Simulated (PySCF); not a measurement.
Cl$_{2}$NbO (SMILES [O]=[Nb]([Cl])[Cl]), doublet, at a GFN2-xTB geometry (such geometries of metal compounds can be far from the true shape) (the multiplicity is a formal guess) (core potentials on Nb), with bond 3-1 at 1.3 times its length; PySCF with PBE0/def2-SV(P).

PySCF was given this input:
```python
from pyscf import gto, scf, dft

mol = gto.M(
    atom='''
Nb    0.25310474   -0.11572871   -0.06124774
O     1.74032183   -0.79573852   -0.42113304
Cl   -0.90917771   -0.51357186    2.47808936
Cl   -0.78844539    1.07533749   -1.54619311
''',
    basis='def2-sv(p)',
    ecp={'Nb': 'def2-sv(p)'},
    spin=1,
    verbose=4,
)

mf = dft.UKS(mol)
mf.xc = 'pbe0'
mf.DIIS = scf.EDIIS
mf.kernel()
mf.analyze()
```

Output, abridged:

```
PySCF version 2.14.0

[INPUT] verbose = 4
[INPUT] num. atoms = 4
[INPUT] num. electrons = 55
[INPUT] charge = 0
[INPUT] spin (= nelec alpha-beta = 2S) = 1
[INPUT] symmetry False subgroup None
[INPUT] Mole.unit = angstrom
[INPUT] Symbol           X                Y                Z      unit          X                Y                Z       unit  Magmom
[INPUT]  1 Nb     0.253104740000  -0.115728710000  -0.061247740000 AA    0.478298639429  -0.218695566649  -0.115741454349 Bohr   0.0
[INPUT]  2 O      1.740321830000  -0.795738520000  -0.421133040000 AA    3.288731627302  -1.503727869567  -0.795826107606 Bohr   0.0
[INPUT]  3 Cl    -0.909177710000  -0.513571860000   2.478089360000 AA   -1.718096870459  -0.970510160683   4.682910202599 Bohr   0.0
[INPUT]  4 Cl    -0.788445390000   1.075337490000  -1.546193110000 AA   -1.489945851276   2.032093347577  -2.921881513590 Bohr   0.0

nuclear repulsion = 203.372579174729
number of shells = 32
number of NR pGTOs = 146
number of NR cGTOs = 74
basis = def2-sv(p)
ecp = {'Nb': 'def2-sv(p)'}

******** <class 'pyscf.dft.uks.UKS'> ********
method = UKS
initial guess = minao
damping factor = 0
level_shift factor = 0
DIIS = <class 'pyscf.scf.diis.EDIIS'>
diis_start_cycle = 1
diis_space = 8
diis_damp = 0
SCF conv_tol = 1e-09
SCF conv_tol_grad = None
SCF max_cycles = 50
direct_scf = True
direct_scf_tol = 1e-13
number electrons alpha = 28  beta = 27
XC library pyscf.dft.libxc version 7.1.2
    S. Lehtola, C. Steigemann, M. J. T. Oliveira, and M. A. L. Marques,  SoftwareX 7, 1–5 (2018)
XC functionals = pbe0
    C. Adamo and V. Barone,  J. Chem. Phys. 110, 6158 (1999)
    M. Ernzerhof and G. E. Scuseria,  J. Chem. Phys. 110, 5029 (1999)
radial grids:
    Treutler-Ahlrichs [JCP 102, 346 (1995); DOI:10.1063/1.469408] (M4) radial grids

becke partition: Becke, JCP 88, 2547 (1988); DOI:10.1063/1.454033
pruning grids: <function nwchem_prune>
grids dens level: 3
symmetrized grids: False
atomic radii adjust function: <function treutler_atomic_radii_adjust>
small_rho_cutoff = 0
Set gradient conv threshold to 3.16228e-05
tot grids = 74280
init E= -1044.90566524298

cycle= 1 E= -1045.16981650464  delta_E= -0.264  |g|= 2.81  |ddm|= 3.44
cycle= 2 E= -950.26679988547  delta_E= 94.9  |g|=  7.1  |ddm|= 12.1
cycle= 3 E= -1027.33972108396  delta_E= -77.1  |g|= 3.79  |ddm|=   13
cycle= 4 E= -1032.13852963369  delta_E= -4.8  |g|= 2.88  |ddm|= 2.76
cycle= 5 E= -1032.1385296265  delta_E= 7.18e-09  |g|= 2.88  |ddm|= 4.29e-09
cycle= 6 E= -1032.13852963139  delta_E= -4.89e-09  |g|= 2.88  |ddm|= 2.92e-09
cycle= 7 E= -1032.13852959525  delta_E= 3.61e-08  |g|= 2.88  |ddm|= 2.16e-08
cycle= 8 E= -1032.13852970739  delta_E= -1.12e-07  |g|= 2.88  |ddm|= 6.7e-08
cycle= 9 E= -1032.13852962917  delta_E= 7.82e-08  |g|= 2.88  |ddm|= 4.67e-08
cycle= 10 E= -1032.13852963358  delta_E= -4.41e-09  |g|= 2.88  |ddm|= 2.63e-09
cycle= 11 E= -910.020015971192  delta_E=  122  |g|= 5.47  |ddm|= 25.4
cycle= 12 E= -1030.80487445187  delta_E= -121  |g|= 3.12  |ddm|= 25.5
cycle= 13 E= -1031.01090601338  delta_E= -0.206  |g|= 2.99  |ddm|= 1.06
cycle= 14 E= -1031.01090601353  delta_E= -1.5e-10  |g|= 2.99  |ddm|= 8.65e-11
cycle= 15 E= -1031.0109060128  delta_E= 7.35e-10  |g|= 2.99  |ddm|= 4.28e-10
cycle= 16 E= -1031.01090601168  delta_E= 1.11e-09  |g|= 2.99  |ddm|= 6.5e-10
cycle= 17 E= -1031.01090602326  delta_E= -1.16e-08  |g|= 2.99  |ddm|= 6.76e-09
cycle= 18 E= -1031.01090601335  delta_E= 9.9e-09  |g|= 2.99  |ddm|= 5.79e-09
cycle= 19 E= -1031.01090601338  delta_E= -3.12e-11  |g|= 2.99  |ddm|= 1.92e-11
cycle= 20 E= -907.439598334029  delta_E=  124  |g|= 5.79  |ddm|= 25.9
cycle= 21 E= -1031.09707789457  delta_E= -124  |g|= 3.03  |ddm|= 25.9
cycle= 22 E= -1031.09261839335  delta_E= 0.00446  |g|= 3.03  |ddm|= 0.0288
cycle= 23 E= -1031.08824549426  delta_E= 0.00437  |g|= 3.03  |ddm|= 0.0282
cycle= 24 E= -1031.08385325139  delta_E= 0.00439  |g|= 3.03  |ddm|= 0.0284
cycle= 25 E= -1031.07934203966  delta_E= 0.00451  |g|= 3.02  |ddm|= 0.0291
cycle= 26 E= -1031.07464084541  delta_E= 0.0047  |g|= 3.02  |ddm|= 0.0304
cycle= 27 E= -1031.06969566062  delta_E= 0.00495  |g|= 3.02  |ddm|= 0.032
cycle= 28 E= -1031.01018073767  delta_E= 0.0595  |g|= 3.01  |ddm|= 0.32
cycle= 29 E= -902.84788173523  delta_E=  128  |g|= 5.49  |ddm|= 25.9
cycle= 30 E= -1031.08972571122  delta_E= -128  |g|= 3.02  |ddm|=   26
cycle= 31 E= -1031.07991909272  delta_E= 0.00981  |g|= 3.02  |ddm|= 0.0482
cycle= 32 E= -1031.06612187822  delta_E= 0.0138  |g|= 3.02  |ddm|= 0.0647
cycle= 33 E= -1031.04429643163  delta_E= 0.0218  |g|= 3.02  |ddm|= 0.097
cycle= 34 E= -1031.0023447715  delta_E= 0.042  |g|= 3.02  |ddm|= 0.177
cycle= 35 E= -1031.02209966777  delta_E= -0.0198  |g|= 3.01  |ddm|= 0.101
cycle= 36 E= -1031.0220997077  delta_E= -3.99e-08  |g|= 3.01  |ddm|= 2.38e-08
cycle= 37 E= -1031.02209978235  delta_E= -7.46e-08  |g|= 3.01  |ddm|= 4.46e-08
cycle= 38 E= -902.669952118608  delta_E=  128  |g|= 5.35  |ddm|= 25.9
cycle= 39 E= -1031.02824043905  delta_E= -128  |g|= 3.02  |ddm|= 25.9
cycle= 40 E= -1031.02824026021  delta_E= 1.79e-07  |g|= 3.02  |ddm|= 1.07e-07
cycle= 41 E= -1031.02824044891  delta_E= -1.89e-07  |g|= 3.02  |ddm|= 1.13e-07
cycle= 42 E= -1031.02824045749  delta_E= -8.58e-09  |g|= 3.02  |ddm|= 5.13e-09
cycle= 43 E= -1031.01473940496  delta_E= 0.0135  |g|= 3.02  |ddm|= 0.0544
cycle= 44 E= -1031.00948131177  delta_E= 0.00526  |g|= 3.02  |ddm|= 0.0319
cycle= 45 E= -1031.01383611515  delta_E= -0.00435  |g|= 3.02  |ddm|= 0.0237
cycle= 46 E= -1031.01383615059  delta_E= -3.54e-08  |g|= 3.02  |ddm|= 2.11e-08
cycle= 47 E= -902.552760365867  delta_E=  128  |g|=  5.4  |ddm|=   26
cycle= 48 E= -1031.00153847868  delta_E= -128  |g|= 3.02  |ddm|=   26
cycle= 49 E= -1031.00659503826  delta_E= -0.00506  |g|= 3.02  |ddm|= 0.0225
cycle= 50 E= -1031.00659504189  delta_E= -3.64e-09  |g|= 3.02  |ddm|= 2.17e-09
SCF not converged.
SCF energy = -1031.00659504189 after 50 cycles  <S^2> = 0.75015311  2S+1 = 2.0001531
**** SCF Summaries ****
Total Energy =                       -1031.006595041892751
Nuclear Repulsion Energy =             203.372579174729395
One-electron Energy =                -1888.977872182662395
Two-electron Energy =                  654.598697966040163
Two-electron Coulomb Energy =          729.364951251630941
DFT Exchange-Correlation Energy =      -74.766253285590793
**** MO energy ****
                             alpha | beta                alpha | beta
MO #1   energy= -103.100244546276  | -103.100017686969  occ= 1 | 1
MO #2   energy= -99.5428638014332  | -99.5428227562489  occ= 1 | 1
MO #3   energy= -20.7293629599285  | -20.7282371383915  occ= 1 | 1
MO #4   energy= -10.8658024551643  | -10.8655634028732  occ= 1 | 1
MO #5   energy= -8.61376510670205  | -8.61315253251067  occ= 1 | 1
MO #6   energy= -8.60874176938036  | -8.60860312418717  occ= 1 | 1
MO #7   energy= -8.60819679339063  | -8.60803161334487  occ= 1 | 1
MO #8   energy= -7.4711075204264   | -7.47107043746653  occ= 1 | 1
MO #9   energy= -5.20297553014436  | -5.20295309241932  occ= 1 | 1
MO #10  energy= -5.20022694870332  | -5.20010000552689  occ= 1 | 1
MO #11  energy= -5.20004021251062  | -5.20001947569378  occ= 1 | 1
MO #12  energy= -3.36267457797342  | -3.34791434501167  occ= 1 | 1
MO #13  energy= -2.45566605356019  | -2.4373213826596   occ= 1 | 1
MO #14  energy= -2.30092170444125  | -2.2883581276737   occ= 1 | 1
MO #15  energy= -2.29069287472857  | -2.27237248426274  occ= 1 | 1
MO #16  energy= -1.96577588385357  | -1.95848506220432  occ= 1 | 1
MO #17  energy= -1.81876823439801  | -1.81736679763331  occ= 1 | 1
MO #18  energy= -1.43794506595943  | -1.43476925855826  occ= 1 | 1
MO #19  energy= -1.42418945325741  | -1.42253821096125  occ= 1 | 1
MO #20  energy= -1.4198238399957   | -1.41284451295786  occ= 1 | 1
MO #21  energy= -1.33426205792535  | -1.3313672637317   occ= 1 | 1
MO #22  energy= -1.28569706880436  | -1.28492989348784  occ= 1 | 1
MO #23  energy= -1.27953258547341  | -1.27862098243965  occ= 1 | 1
MO #24  energy= -0.926094602198674 | -0.916785697446762 occ= 1 | 1
MO #25  energy= -0.916105623582477 | -0.908409609359614 occ= 1 | 1
MO #26  energy= -0.858059141087207 | -0.849677937480786 occ= 1 | 1
MO #27  energy= -0.853849545451237 | -0.843852667453816 occ= 1 | 1
MO #28  energy= -0.83336704722708  | -0.738527811975572 occ= 1 | 0
MO #29  energy= -0.609720220201389 | -0.601988898931182 occ= 0 | 0
MO #30  energy= -0.447086729804994 | -0.436240109875953 occ= 0 | 0
MO #31  energy= -0.396798398706663 | -0.390780516278202 occ= 0 | 0
MO #32  energy= -0.367911526344958 | -0.363723265954347 occ= 0 | 0
MO #33  energy= -0.312376852926832 | -0.308226979453131 occ= 0 | 0
MO #34  energy= -0.258684804599846 | -0.256851606256581 occ= 0 | 0
MO #35  energy= -0.249321163750819 | -0.246432677860053 occ= 0 | 0
MO #36  energy= -0.234667065836633 | -0.232264663063904 occ= 0 | 0

spin_pop of  0 Nb 4s        0.00056
spin_pop of  0 Nb 5s        0.03405
spin_pop of  0 Nb 6s        0.01015
spin_pop of  0 Nb 7s        0.00101
spin_pop of  0 Nb 8s       -0.00003
spin_pop of  0 Nb 4px       0.00110
spin_pop of  0 Nb 4py       0.00154
spin_pop of  0 Nb 4pz      -0.00090
spin_pop of  0 Nb 5px       0.00040
spin_pop of  0 Nb 5py       0.00010
spin_pop of  0 Nb 5pz       0.00107
spin_pop of  0 Nb 6px       0.00033
spin_pop of  0 Nb 6py       0.00081
spin_pop of  0 Nb 6pz      -0.00026
spin_pop of  0 Nb 4dxy      0.01972
spin_pop of  0 Nb 4dyz      0.00310
spin_pop of  0 Nb 4dz^2     0.46365
spin_pop of  0 Nb 4dxz      0.21372
spin_pop of  0 Nb 4dx2-y2    0.10640
spin_pop of  0 Nb 5dxy      0.00017
spin_pop of  0 Nb 5dyz     -0.00027
spin_pop of  0 Nb 5dz^2     0.02032
spin_pop of  0 Nb 5dxz      0.01839
spin_pop of  0 Nb 5dx2-y2    0.00438
spin_pop of  1 O 1s        0.00000
spin_pop of  1 O 2s        0.00424
spin_pop of  1 O 3s       -0.00001
spin_pop of  1 O 2px       0.03972
spin_pop of  1 O 2py       0.00848
spin_pop of  1 O 2pz      -0.00016
spin_pop of  1 O 3px       0.00131
spin_pop of  1 O 3py       0.00258
spin_pop of  1 O 3pz       0.00697
spin_pop of  1 O 3dxy      0.00027
spin_pop of  1 O 3dyz     -0.00001
spin_pop of  1 O 3dz^2     0.00017
spin_pop of  1 O 3dxz      0.00001
spin_pop of  1 O 3dx2-y2    0.00002
spin_pop of  2 Cl 1s        0.00000
spin_pop of  2 Cl 2s        0.00000
spin_pop of  2 Cl 3s        0.00263
spin_pop of  2 Cl 4s        0.00237
spin_pop of  2 Cl 2px      -0.00000
spin_pop of  2 Cl 2py      -0.00000
spin_pop of  2 Cl 2pz      -0.00000
spin_pop of  2 Cl 3px       0.00027
spin_pop of  2 Cl 3py       0.00026
spin_pop of  2 Cl 3pz       0.00196
spin_pop of  2 Cl 4px       0.00048
spin_pop of  2 Cl 4py       0.00015
spin_pop of  2 Cl 4pz       0.00109
spin_pop of  2 Cl 3dxy      0.00000
spin_pop of  2 Cl 3dyz      0.00002
spin_pop of  2 Cl 3dz^2     0.00014
spin_pop of  2 Cl 3dxz      0.00005
spin_pop of  2 Cl 3dx2-y2    0.00002
spin_pop of  3 Cl 1s        0.00000
spin_pop of  3 Cl 2s       -0.00000
spin_pop of  3 Cl 3s       -0.00008
spin_pop of  3 Cl 4s        0.00259
spin_pop of  3 Cl 2px       0.00000
spin_pop of  3 Cl 2py       0.00000
spin_pop of  3 Cl 2pz       0.00000
spin_pop of  3 Cl 3px       0.00566
spin_pop of  3 Cl 3py       0.00637
spin_pop of  3 Cl 3pz       0.00514
spin_pop of  3 Cl 4px       0.00116
spin_pop of  3 Cl 4py       0.00022
spin_pop of  3 Cl 4pz       0.00032
spin_pop of  3 Cl 3dxy      0.00101
spin_pop of  3 Cl 3dyz      0.00095
spin_pop of  3 Cl 3dz^2    -0.00041
spin_pop of  3 Cl 3dxz      0.00490
spin_pop of  3 Cl 3dx2-y2   -0.00039
In total            28.00000 | 27.00000
Dipole moment(X, Y, Z, Debye): -49.42834, -14.74735, 102.71263
```

Convergence was not reached.
